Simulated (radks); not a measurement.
Values are calculated unless marked as measured or tabulated.
Question: These are the eigenvalues of the occupied orbitals of an atom or ion with whole-number occupations (eV). Level of theory: scalar-relativistic Kohn-Sham, PBE, spin-unpolarised, spherical densities, point nucleus (a radial shooting solver on a logarithmic mesh with Libxc functionals).

orbital  eigenvalue
1s        -95076.21
2s        -20577.86
2p        -18234.32
3s        -7773.621
3p        -7093.461
3d        -6502.893

Which element is it, and in what charge state? The configuration may be excited.

Answer: Z = 83, bismuth, charge +61: Bi61+ in [Ar] 3d4. The list shows which subshells hold electrons but not how many an open one holds; the 1s level, -3494 hartree, gives Z - s = 83.6 by -(Z - s)^2/2, which with screening and relativity narrows Z to a few neighbours, and the depths of the outer levels then fix element, charge and occupations together.
